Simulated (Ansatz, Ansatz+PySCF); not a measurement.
```json
{"atom": "O", "x (Å)": "0.0000", "y (Å)": "0.0000", "z (Å)": "-0.1085"}
{"atom": "H", "x (Å)": "0.0000", "y (Å)": "0.0000", "z (Å)": "0.8679"}
{"atom": "H", "x (Å)": "30.0000", "y (Å)": "0.0000", "z (Å)": "-2.9815"}
{"atom": "F", "x (Å)": "30.0000", "y (Å)": "0.0000", "z (Å)": "0.3313"}
```

Basis set: 6-31G (spherical functions). Correlated methods keep 2 orbitals frozen. Correlation on ROHF uses semicanonical orbitals with singles. Charge 0, multiplicity 2.

Computed with Ansatz (development build ahead of 0.2.0); each method stands on the lowest determinant of its kind that the runs found.

Question: Give the atomization energy at this shape (free ground-state atoms in the same class of orbitals less the molecule, no zero-point energy) of doublet H₂OF in separate pieces by UHF-CCSD(T), UHF-MP2, ROHF-MP2, UHF, ROHF.

Answer:

```tsv
method	atomization energy
UHF-CCSD(T)	3.41 eV
UHF-MP2	3.36 eV
ROHF-MP2	2.91 eV
UHF	2.30 eV
ROHF	-4.58 eV
```

Caution for UHF-CCSD(T), UHF-MP2: bonds are stretched, where a single reference can fail. Caution for UHF-CCSD(T), UHF-MP2, UHF: the unrestricted determinant is a mixture of spin states. Caution for UHF-MP2, ROHF-MP2: forces differ strongly between restricted and unrestricted references. Caution for ROHF-MP2, ROHF: an unrestricted determinant lies well below. Caution for ROHF-MP2: large amplitudes, a single reference is doubtful. Caution for ROHF: the molecule lies well above its atoms at this level.

This basis has no polarisation functions and is too small for such energies, which can lie far from measured ones in either direction.
